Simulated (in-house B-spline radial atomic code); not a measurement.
Fe VI (Fe5+): [Ar] 3d2 4s1 (an excited or competing configuration)

Method: Dirac-Hartree-Fock, average of configuration, Fermi nucleus of rms radius 3.7377 fm. Calculated with a B-spline radial code for spherical atoms.

Screening seen three ways: the hydrogenic charge with the same mean radius, Z_r = [3n² - l(l+1)]/(2<r>), the one with the same energy, Z_e = n√(-2ε), and Slater's rules. Values are occupation-weighted means over j.

```csv
shell,electrons,ε (eV),<r> (bohr),Z_r,Z_e,Slater
1s,2,-7278.7,0.05843,25.67,23.13,25.70
2s,2,-986.77,0.2649,22.65,17.03,21.85
2p,6,-851.95,0.2346,21.32,15.83,21.85
3s,2,-208.48,0.7724,17.48,11.74,14.75
3p,6,-165.38,0.8002,15.62,10.46,14.75
3d,2,-108.57,0.8275,12.69,8.47,7.65
4s,1,-65.53,1.924,12.48,8.78,7.50
```

The least bound orbital is 4s1/2 at -65.53 eV, and it is also the most diffuse (<r> = 1.924 bohr).

Spin-orbit splittings of the orbital energies (j = l + 1/2 above j = l - 1/2 when positive): 2p 12.67 eV, 3p 1.856 eV, 3d 0.2207 eV.

For the 1s electron the small component carries 0.875 % of the norm, the zero-frequency Breit interaction raises the level by 8.393 eV, self-energy by 4.122 eV, and vacuum polarisation lowers it by 0.3513 eV.
